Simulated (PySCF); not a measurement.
```xyz
3

B     -0.0010     0.3399     0.0000
H     -1.0834    -0.1731     0.0000
H      1.0844    -0.1668     0.0000
```

Charge 0, multiplicity 2.

**Question.** Give the Mulliken and meta-Löwdin atomic charges from PBE-D3(BJ)/def2-TZVP run with PySCF.

**Answer.** 
| atom | Mulliken (e) | meta-Löwdin (e) |
|---|---|---|
| B1 | -0.11 | -0.08 |
| H2 | 0.06 | 0.04 |
| H3 | 0.06 | 0.04 |
